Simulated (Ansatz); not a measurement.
This geometry of C2H8OSi + ClH (14 atoms, charge 0, multiplicity 1) is a first-order saddle point.

Level of theory: RKS r2SCAN-D4/6-31G* (Ansatz).

```xyz
14
Properties=species:S:1:pos:R:3
Si -0.275 0.444 -0.171
O 1.076 0.557 1.269
C -1.090 -0.922 0.877
C 0.452 -0.422 -1.658
H -1.423 1.376 -0.334
H 1.496 1.452 1.089
Cl 1.078 2.460 -0.606
H 0.705 0.514 2.169
H -1.936 -1.325 0.301
H -0.418 -1.761 1.103
H -1.517 -0.560 1.824
H -0.118 -1.329 -1.897
H 0.485 0.238 -2.529
H 1.485 -0.721 -1.437
```

Q: Which two structures does it join? (They come from a converged band through this point; their orientation in space is the band's.)

A: Bonds broken: Si1–O2, H6–Cl7. Bonds formed: Si1–Cl7, O2–H6. C2H8OSi + ClH becomes C2H7ClSi + H2O.

Image 0:

```xyz
14
Properties=species:S:1:pos:R:3
Si -0.527 0.138 0.079
O 0.683 0.881 1.012
C -1.207 -1.354 0.981
C 0.324 -0.317 -1.514
H -1.627 1.123 -0.152
H 1.829 1.872 0.228
Cl 2.668 2.659 -0.432
H 0.400 1.276 1.850
H -1.973 -1.853 0.373
H -0.413 -2.084 1.182
H -1.673 -1.091 1.939
H -0.379 -0.782 -2.217
H 0.759 0.564 -2.001
H 1.137 -1.031 -1.329
```

Image 6:

```xyz
14
Properties=species:S:1:pos:R:3
Si -0.912 0.453 -0.506
O 2.182 0.116 1.172
C -1.237 -0.667 0.951
C 0.362 -0.236 -1.681
H -2.174 0.806 -1.213
H 1.867 1.002 0.929
Cl -0.195 2.291 0.234
H 2.120 0.116 2.138
H -1.672 -1.617 0.613
H -0.287 -0.885 1.452
H -1.926 -0.213 1.672
H -0.011 -1.161 -2.141
H 0.599 0.470 -2.485
H 1.282 -0.474 -1.134
```

Q: How far does it lie above each of them?

A: 0.98 eV above the first and 1.01 eV above the second. This is the barrier of this one path; another mechanism may lie lower. The orbitals stay closed-shell, which can raise the energy where a bond breaks towards radicals; this wasn't checked here.

Time of the run: 3.8 min on 2 threads of AMD EPYC 9R14 (Zen 4) (shared host), peak memory 0.2 GiB.
